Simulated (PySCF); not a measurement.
CH8N2OSi2, SMILES N1C[Si@]([SiH2]1)(N)O. Geometry: PBE-D3(BJ)/def2-SVP. The structure was generated by enumeration; whether it is a known compound was not checked. The values are those of a single conformer.

Computed equilibrium geometry at PBE-D3(BJ)/def2-SVP (PySCF confirms it by a frequency run) as a Z-matrix (one conformer of several):
```
Si
O 1 1.6914
H 2 0.9741 1 114.62
N 1 1.7351 2 108.97 3 -174.41
H 4 1.0234 1 116.99 2 -85.57
H 4 1.0253 5 109.48 1 -137.77
C 1 1.9333 2 115.06 3 -45.94
H 7 1.1158 1 112.50 2 -115.11
H 7 1.1176 8 107.28 1 -125.81
N 7 1.4706 8 113.51 9 -126.68
H 10 1.0228 7 118.37 8 55.63
Si 10 1.7595 11 129.66 7 177.91
H 12 1.5148 10 115.51 11 -55.24
H 12 1.5168 13 105.18 10 -128.81
```
Charge 0, spin multiplicity 1.
